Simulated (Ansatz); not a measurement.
Born–Oppenheimer molecular dynamics of C3H10O3Si (17 atoms, charge 0, multiplicity 1). It starts from a relaxed structure.

Method: RKS B3LYP/STO-3G (Ansatz 0.2.0).

```json
{"ensemble": "NVT, Nosé–Hoover chain", "time step": "0.5 fs", "steps asked": "150", "set temperature": "700 K", "thermostat": "time constant 100 fs, chain length 3", "seed": "82325"}
```

First frame:

```xyz
17
Properties=species:S:1:pos:R:3
Si -0.034 -0.189 -0.455
H -0.098 -0.084 1.002
O 1.528 -0.010 -1.119
C 2.442 -1.035 -0.611
H 2.113 -2.073 -0.844
H 3.422 -0.874 -1.101
H 2.603 -0.973 0.490
O -0.838 1.110 -1.222
C -2.136 1.397 -0.616
H -2.096 1.532 0.490
H -2.502 2.348 -1.053
H -2.904 0.619 -0.830
O -0.592 -1.736 -0.942
C -1.612 -2.284 -0.054
H -1.357 -2.212 1.028
H -2.611 -1.810 -0.190
H -1.726 -3.361 -0.298
```

**Question.** How far do the bonds stretch over the last three quarters of this one trajectory? (Pairs bonded in most of those frames.)

**Answer.** 
```
   bond  mean (Å)  spread (Å)  shortest  longest
 Si1–H2     1.471       0.054      1.39     1.55
 Si1–O3     1.702       0.020      1.67     1.74
 Si1–O8     1.710       0.021      1.67     1.75
Si1–O13     1.716       0.023      1.68     1.74
  O3–C4     1.457       0.014      1.42     1.48
  C4–H5     1.119       0.044      1.05     1.19
  C4–H6     1.110       0.012      1.09     1.13
  C4–H7     1.121       0.035      1.06     1.18
  O8–C9     1.463       0.032      1.42     1.51
 C9–H10     1.118       0.050      1.04     1.19
 C9–H11     1.119       0.045      1.04     1.19
 C9–H12     1.116       0.041      1.04     1.19
O13–C14     1.465       0.028      1.42     1.51
C14–H15     1.115       0.018      1.08     1.15
C14–H16     1.118       0.026      1.07     1.16
C14–H17     1.116       0.044      1.05     1.19
```

Mean temperature of the second half: 377 K. The conserved energy stayed within 0.7 meV per atom of its start (net change 0.48 meV per atom), so the integration is sound. The mean temperature of the second half is 46 % below the set value. A run of 0.075 ps of so small a system gives no equilibrium averages. Limits of this set-up: minimal basis.

Run time: 12 min on 1 thread of Arm Neoverse V1 (shared host), peak memory 0.14 GiB.
